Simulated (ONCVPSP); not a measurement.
**A failed generation for scandium (Sc)**

Input:

```
# ATOM AND REFERENCE CONFIGURATION
# atsym  z   nc   nv     iexc    psfile
  Sc 21.00    5    3        3      upf
#
#   n    l    f
    1    0    2.00
    2    0    2.00
    2    1    6.00
    3    0    2.00
    3    1    6.00
    3    2    1.00
    4    0    1.75
    4    1    0.25
#
# PSEUDOPOTENTIAL AND OPTIMIZATION
# lmax
    2
#
#   l,   rc,      ep,       ncon, nbas, qcut
    0    2.34    0.00    4    8    2.90
    1    2.76    0.00    3    7    2.70
    2    2.46    0.00    3    8    6.40
#
# LOCAL POTENTIAL
# lloc, lpopt,  rc(5),   dvloc0
    4    5    1.56    4.00
#
# VANDERBILT-KLEINMAN-BYLANDER PROJECTORs
# l, nproj, debl
    0    1    3.70
    1    2    1.90
    2    3    3.40
#
# MODEL CORE CHARGE
# icmod, fcfact, rcfact
    0    0.00    0.00
#
# LOG DERIVATIVE ANALYSIS
# epsh1, epsh2, depsh
   -2.00    5.00    0.02
#
# OUTPUT GRID
# rlmax, drl
    6.00    0.01
#
# TEST CONFIGURATIONS
# ncnf
    4
# nvcnf
#   n    l    f
    3
    3    2    1.00
    4    0    2.00
    4    1    0.00
#
    3
    3    2    1.00
    4    0    1.00
    4    1    0.00
#
    3
    3    2    1.00
    4    0    0.00
    4    1    0.00
#
    3
    3    2    1.00
    4    0    1.00
    4    1    1.00
#
```

```bash
oncvpsp.x < Sc.dat > Sc.out
```

End of the output:

```
and semi-local pseudopoentials for all angular momenta

Calculating optimized projector #   1

 for l=   0

    Fraction of norm inside rc  0.145172
    Optimizing pswf for qcut=   2.89 a_B^-1,  ecut=   4.19 Ha

optimize: ERROR ps0norm > uunorm, code will stop
```

**Question.** Why did it fail, and what change makes it run?

**Answer.** The run stopped because the continuity conditions at rc already need more norm inside rc than the all-electron wave has, so norm conservation cannot be met. A run that differs only in the following succeeds: all radii scaled by about 1.18 (s 2.75, p 3.25, d 2.90 bohr); local potential polynomial inside 1.85 bohr (lpopt 5, dvloc0 4 Ha). Other answers can fit too; this one was computed.
